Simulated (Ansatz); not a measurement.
ZnAg6⁻. Charge -1, multiplicity 2. Geometry PBE-D4/def2-SVPD; atoms count from 1.

```xyz
7

Zn    1.055   -0.287   -1.002
Ag    1.562    1.456    0.887
Ag    0.331   -1.041    1.451
Ag   -1.583   -0.541   -0.707
Ag   -1.197    1.272    1.355
Ag   -0.301    1.943   -1.217
Ag    0.133   -2.801   -0.767
```

In the def2 sets Ag takes a core potential; there is no spin–orbit coupling. No other spin state of charge -1 was run. The structure comes from a short search, and lower isomers may exist.

(1) Estimate the Mulliken populations from the PBE0/def2-SVP orbitals of Ansatz.

(2) Where does the spin sit?

(3) And the Mayer bond orders between bonded heavy atoms (over 0.3)?

## Answers

(1) 
| atom | charge (e) | spin (α − β) | d electrons |
| --- | --- | --- | --- |
| Zn1 | 0.15 | 0.03 | 9.92 |
| Ag2 | -0.21 | 0.18 | 9.89 |
| Ag3 | -0.17 | -0.01 | 9.89 |
| Ag4 | -0.17 | -0.01 | 9.89 |
| Ag5 | -0.11 | 0.10 | 9.91 |
| Ag6 | -0.21 | 0.18 | 9.89 |
| Ag7 | -0.29 | 0.53 | 9.90 |
Mulliken values and Mayer orders depend strongly on the basis.

(2) Summed by element: Zn 0.03, Ag 0.97, of 1 unpaired in all. Largest on single atoms: Ag7 0.53, Ag2 0.18, Ag6 0.18.

(3) Zn1–Ag2 0.46 (2.62 Å); Zn1–Ag6 0.46 (2.62 Å); Zn1–Ag7 0.41 (2.69 Å); Ag2–Ag3 0.41 (2.84 Å); Ag2–Ag5 0.39 (2.80 Å); Ag2–Ag6 0.35 (2.85 Å); Ag3–Ag5 0.43 (2.77 Å); Ag3–Ag7 0.36 (2.84 Å); Ag4–Ag5 0.43 (2.77 Å); Ag4–Ag6 0.41 (2.84 Å); Ag4–Ag7 0.36 (2.84 Å); Ag5–Ag6 0.39 (2.81 Å).
